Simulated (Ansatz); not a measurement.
Cost and result for the atomization energy of Cl₂H₄O₂Si₂ (`O[Si](O)(Cl)[SiH2]Cl`) (10 atoms, 9 bonds).

Cartesian coordinates in Å:
```
O -0.045 -1.897 -0.344
Si 0.420 -0.488 0.340
O 2.015 -0.297 0.095
Cl -0.031 -0.583 2.352
Si -0.667 1.377 -0.547
Cl -2.687 0.963 -0.412
H -0.884 -2.274 -0.069
H 2.612 -1.008 0.337
H -0.341 1.594 -1.978
H -0.393 2.612 0.226
```

Total charge 0; spin multiplicity 1. All single points use the PBE0-D4/def2-TZVP geometry. It is one conformer, not always the lowest. Program: Ansatz. All runs use 2 threads of an AMD EPYC 7R13 on a shared host and a share of an NVIDIA H100 80 GB. Times are those of one run each, without the atoms' runs, and a repeat can differ threefold. Electronic energies, without spin–orbit coupling; frozen cores. CCSD(T)/CBS adds CCSD(T) − MP2 in def2-TZVPP to the MP2 limit, and its time is that of the two runs behind it. T1 = 0.011. B3LYP takes the VWN-RPA correlation (the form of Gaussian; ORCA's B3LYP/G).

CCSD(T)/CBS is a level of theory with its own doubt, some kJ/mol a heavy atom from the limit and from the frozen cores, so smaller differences don't rank the functionals.

| level | functions | wall time |
| --- | --- | --- |
| PBE0-D4/def2-TZVPP | 286 | 2.1 s |
| B3LYP-D4/def2-TZVPP (with forces) | 286 | 2.2 s |
| PBE-D4/def2-TZVPP (with forces) | 286 | 2.2 s |
| B2PLYP/def2-TZVPP | 286 | 2.4 s |
| ωB97X-V/def2-TZVPP | 286 | 2.6 s |
| r2SCAN-D4/def2-TZVPP (with forces) | 286 | 3 s |
| ωB97M-V/def2-TZVPP (with forces) | 286 | 3 s |
| MP2/def2-QZVPP | 514 | 3 s |
| CCSD(T)/def2-TZVPP | 286 | 4 s |
| CCSD(T)/CBS(def2) | – | 7 s |

Task: What atomization energy does each give, and how far from CCSD(T)/CBS? (Best estimate.)

Result: The calculation gave: 
```tsv
level	atomization (kJ/mol)	difference from CCSD(T)/CBS	per bond
PBE0-D4/def2-TZVPP	3522.8	-53.2	-5.9
B3LYP-D4/def2-TZVPP (with forces)	3519.4	-56.6	-6.3
PBE-D4/def2-TZVPP (with forces)	3585.2	9.2	1.0
B2PLYP/def2-TZVPP	3490.5	-85.5	-9.5
ωB97X-V/def2-TZVPP	3576.1	0.1	0.0
r2SCAN-D4/def2-TZVPP (with forces)	3570.5	-5.5	-0.6
ωB97M-V/def2-TZVPP (with forces)	3570.1	-5.9	-0.7
MP2/def2-QZVPP	3627.3	51.3	5.7
CCSD(T)/def2-TZVPP	3448.9	-127.1	-14.1
CCSD(T)/CBS(def2)	3576.0	0.0	0.0
```

From PBE to PBE0 (25 % exact exchange), in def2-TZVPP and without D4, the atomization energy moves by −58.0 kJ/mol: exact exchange takes away binding that semilocal exchange gives to molecules. In def2-TZVPP, CCSD(T) changes the Hartree–Fock value by +887.0 kJ/mol (the triples alone add +59.6 kJ/mol) and MP2 by +989.4 kJ/mol; breaking electron pairs costs correlation energy, which Hartree–Fock lacks. The D4 term adds +52.4 kJ/mol with B3LYP and +27.8 kJ/mol with PBE0; it sums over pairs of atoms, weighted by their polarisabilities, and B3LYP, whose exchange is more repulsive, gets the larger term.
